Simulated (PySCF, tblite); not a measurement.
Isomers of C5H7N3O, one GFN2-xTB conformer each. Single-point energies are computed at PBE0/pcSseg-1 (PySCF, gas phase, no added dispersion term), electronic only.

Task: Rank them by PBE0/pcSseg-1 energy, lowest first (kcal/mol).
A. `[CH3:1][C:2](=[O:3])[n:4]1[cH:5][c:6]([CH3:7])[n:8][n:9]1` with C1–C2–N4–C5 180°
B. `[CH3:1][CH2:2][n:3]1[n:4][n:5][cH:6][c:7]1[CH:8]=[O:9]` with C1–C2–N3–N4 -96°, C6–C7–C8–O9 178°
C. `[CH3:1][c:2]1[n:3][n:4][n:5]([CH3:6])[c:7]1[CH:8]=[O:9]` with N5–C7–C8–O9 0°
D. `[CH3:1][C:2](=[O:3])[c:4]1[n:5][n:6][cH:7][n:8]1[CH3:9]` with C1–C2–C4–N5 0°
E. `[CH3:1][CH2:2][n:3]1[n:4][cH:5][c:6]([CH:7]=[O:8])[n:9]1` with C1–C2–N3–N4 -86°, C5–C6–C7–O8 0°
F. `[CH2:1]=[N:2][C@H:3]([CH3:4])[c:5]1[n:6][cH:7][n:8][o:9]1` with C1–N2–C3–C4 -133°, N2–C3–C5–N6 -101°
G. `[CH3:1][O:2][c:3]1[n:4][n:5][cH:6][n:7][c:8]1[CH3:9]` with C1–O2–C3–N4 0°
H. `[CH3:1][C:2](=[O:3])[c:4]1[cH:5][n:6]([CH3:7])[n:8][n:9]1` with C1–C2–C4–C5 -179°

Result: D (0.0), A (3.6), H (9.5), E (10.6), C (13.0), B (16.1), G (18.4), F (36.9).

As drawn, the lowest has a C=O bond and an N–N linkage, which the highest lacks; the highest has a C=N bond and an N–O linkage, which the lowest lacks. Neighbours under 2.5 kcal/mol apart (CC(=O)c1cn(C)nn1 and CCn1ncc(C=O)n1; CCn1ncc(C=O)n1 and Cc1nnn(C)c1C=O; CCn1nncc1C=O and COc1nncnc1C) can change places with a better method, another conformer or zero-point energy. GFN2-xTB itself gives, in the same order: 0.0, 6.0, 12.5, 15.6, 14.6, 18.6, 11.5, 35.1. Both levels put the same isomer lowest; measured from each level's own lowest isomer, the values differ by up to 6.9 kcal/mol (COc1nncnc1C: 11.5 against 18.4).

Task: Which frontier levels, dipoles and rotational constants go with these structures?

Result: 
| SMILES | HOMO (eV, PBE0/pcSseg-1) | LUMO (eV) | dipole (D) | A, B, C (MHz) |
| --- | --- | --- | --- | --- |
| CC(=O)c1nncn1C | -7.55 | -1.75 | 3.34 | 2756, 1632, 1038 |
| CC(=O)n1cc(C)nn1 | -7.74 | -1.73 | 0.97 | 4470, 1109, 898.6 |
| CC(=O)c1cn(C)nn1 | -7.39 | -1.29 | 4.01 | 4502, 1066, 871.1 |
| CCn1ncc(C=O)n1 | -7.66 | -1.64 | 4.12 | 5185, 922.0, 840.8 |
| Cc1nnn(C)c1C=O | -7.80 | -2.09 | 1.59 | 2444, 1702, 1016 |
| CCn1nncc1C=O | -8.09 | -2.20 | 1.65 | 2335, 1758, 1089 |
| COc1nncnc1C | -6.78 | -1.67 | 2.76 | 2600, 1701, 1042 |
| C=N[C@H](C)c1ncno1 | -7.73 | -1.09 | 2.81 | 3240, 1243, 1063 |

Task: What happens when harmonic zero-point energies from GFN2-xTB frequencies are added?

Result: 
```json
{"SMILES": "CC(=O)c1nncn1C", "ZPE (kcal/mol)": "75.9", "electronic (kcal/mol)": "0.0", "with ZPE (kcal/mol)": "0.0"}
{"SMILES": "CC(=O)n1cc(C)nn1", "ZPE (kcal/mol)": "75.6", "electronic (kcal/mol)": "3.6", "with ZPE (kcal/mol)": "3.2"}
{"SMILES": "CC(=O)c1cn(C)nn1", "ZPE (kcal/mol)": "75.7", "electronic (kcal/mol)": "9.5", "with ZPE (kcal/mol)": "9.3"}
{"SMILES": "CCn1ncc(C=O)n1", "ZPE (kcal/mol)": "76.4", "electronic (kcal/mol)": "10.6", "with ZPE (kcal/mol)": "11.1"}
{"SMILES": "Cc1nnn(C)c1C=O", "ZPE (kcal/mol)": "75.6", "electronic (kcal/mol)": "13.0", "with ZPE (kcal/mol)": "12.7"}
{"SMILES": "CCn1nncc1C=O", "ZPE (kcal/mol)": "76.4", "electronic (kcal/mol)": "16.1", "with ZPE (kcal/mol)": "16.6"}
{"SMILES": "COc1nncnc1C", "ZPE (kcal/mol)": "75.5", "electronic (kcal/mol)": "18.4", "with ZPE (kcal/mol)": "18.0"}
{"SMILES": "C=N[C@H](C)c1ncno1", "ZPE (kcal/mol)": "75.8", "electronic (kcal/mol)": "36.9", "with ZPE (kcal/mol)": "36.7"}
```

The zero-point energies span 0.9 kcal/mol. The order is unchanged.
